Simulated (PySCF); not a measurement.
**Excitation energy of Sc by level of theory**

Sc [Ar] 3d1 4s2 (2D) → Sc [Ar] 3d2 4s1 (4F), as a difference of total energies. Calculation: PySCF 2.14, in Sapporo-DKH3-DZP-2012; the spin-free X2C one-electron Hamiltonian (Gaussian nucleus). Correlated levels: valence: [Ar] frozen; valence and next inner shell: [Ne] frozen. The calculations carry no spin-orbit coupling.

| method | excitation energy (eV) | error (eV) |
| --- | --- | --- |
| UHF | 1.124 | -0.303 |
| LDA | 0.664 | -0.763 |
| PBE | 0.609 | -0.818 |
| PBE0 | 0.725 | -0.702 |
| B97-3 | 1.166 | -0.261 |
| wB97X | 1.403 | -0.024 |
| MP2 (valence) | 1.527 | +0.100 |
| SCS-MP2 (valence) | 1.819 | +0.392 |
| MP2 (valence and next inner shell) | 1.601 | +0.174 |
| SCS-MP2 (valence and next inner shell) | 1.864 | +0.437 |

Reference: 1.427 eV (measured; NIST levels, between the centres of gravity of the two terms).

Errors of the correlated levels include the incompleteness of this basis and the frozen core.
